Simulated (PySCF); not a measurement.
Stepwise substitution at one centre (Si Br-OH). Isolated molecules, 0 K electronic values unless said otherwise. One relaxed conformer stands for each flexible species; it need not be the lowest. Strings in code marks are SMILES.

The HOMO from two functionals at the same geometries (PBE0-D4/def2-TZVP), both in PySCF: PBE-D3(BJ)/def2-TZVP and B3LYP-D3(BJ)/def2-TZVP. B3LYP has the VWN-RPA correlation part, as in Gaussian. 

```tsv
species	PBE-D3(BJ)/def2-TZVP (eV)
0 of 4 Br replaced by OH	-7.40
1 of 4 Br replaced by OH (`O[Si](Br)(Br)Br` (H–O–Si–Br torsion 180°))	-7.23
2 of 4 Br replaced by OH (`[Si](O)(Br)(Br)O` (H–O–Si–Br torsion -66°, Br–Si–O–H torsion -46°))	-7.12
4 of 4 Br replaced by OH	-7.33
```

Task: What does B3LYP-D3(BJ)/def2-TZVP give for each?

Result: 
- 0 of 4 Br replaced by OH: -8.41
- 1 of 4 Br replaced by OH (`O[Si](Br)(Br)Br` (H–O–Si–Br torsion 180°)): -8.24
- 2 of 4 Br replaced by OH (`[Si](O)(Br)(Br)O` (H–O–Si–Br torsion -66°, Br–Si–O–H torsion -46°)): -8.16
- 4 of 4 Br replaced by OH: -8.83
Over these rows, drawn at random from the members with no instability flagged (it was tested for open shells, ions and some series alone), PBE minus B3LYP-D3(BJ): mean +1.14 eV, from +1.01 eV to +1.50 eV.
